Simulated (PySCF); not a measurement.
**Pb(NH2)4: one run**

Pb(NH2)4 (singlet). PySCF 2.14.0, RKS B3LYP, Pb def2-SVP with ECP60, N def2-SVP, H def2-SVP; non-relativistic Hamiltonian with scalar-relativistic core potentials where named; density fitting; no spin-orbit coupling. Purpose: all atoms moved at random, sigma 0.15 A.

```python
mol = gto.M(atom='''
Pb     0.17174     0.13781    -0.18041
N     -0.16349    -1.24878     1.41895
H     -0.31759    -0.83744     2.44750
H      0.69903    -1.51738     1.99839
N      0.02545    -1.12063    -1.90697
H     -0.09656    -2.15477    -1.73809
H      0.76117    -0.94780    -2.61235
N      1.80210     1.13148    -0.42731
H      2.52807     0.46162     0.24906
H      1.64497     1.90474     0.77284
N     -1.58881     1.85711     0.25211
H     -1.50146     2.27960    -0.56886
H     -2.37924     0.98582     0.21346''',
    basis={'Pb': 'def2-SVP', 'N': 'def2-SVP', 'H': 'def2-SVP'},
    ecp={'Pb': 'def2-SVP'},
    charge=0, spin=0)
mf = dft.RKS(mol, xc='B3LYP')
mf.grids.atom_grid = (50, 194)
mf = mf.density_fit()  # fitting sets: Pb def2-universal-JKFIT, N def2-universal-JKFIT, H def2-universal-JKFIT
mf.conv_tol = 1e-08; mf.max_cycle = 55
mf.kernel(dm0)  # dm0: converged density of the relaxed state
mf.nuc_grad_method().kernel()
```

Run from Python with OMP_NUM_THREADS=2; the lines above give its settings. Where DIIS fails, smearing, a level shift and second-order steps follow.
It took 10 s on 2 threads of Intel(R) Xeon(R) Platinum 8375C CPU @ 2.90GHz (Ice Lake) (shared host), from an already converged density.

**Question.** Where do the frontier levels lie, over both spins?

**Answer.** HOMO -6.31 eV, LUMO -2.12 eV. 

**Question.** What are the Mulliken charges and spins?

**Answer.** 
```csv
atom,charge (e),spin (e)
Pb1,0.670,0.000
N2,-0.413,0.000
H3,0.102,0.000
H4,0.086,0.000
N5,-0.451,0.000
H6,0.138,0.000
H7,0.127,0.000
N8,-0.407,0.000
H9,0.148,0.000
H10,0.138,0.000
N11,-0.379,0.000
H12,0.101,0.000
H13,0.138,0.000
```

**Question.** What forces act on the atoms (eV/Å)?

**Answer.** 
```
Pb  -6.92 -1.79  0.75
N    1.07 -0.36  5.35
H   -1.66  0.43 -2.63
H    0.41 -0.68 -2.43
N   -0.18 -1.17 -0.48
H    0.27  1.44 -0.11
H   -0.35 -0.17  0.50
N    7.51  3.74  6.66
H   -1.79  2.01 -2.72
H    0.58 -2.01 -4.35
N   -0.91 -7.24  5.36
H   -0.25  2.38 -5.51
H    2.23  3.41 -0.40
```
Forces carry noise of the integration grid, about 0.01 to 0.03 eV/Å.

**Question.** How does its energy compare with the relaxed singlet of charge +0 in vacuum?

**Answer.** It lies 5.115 eV higher.
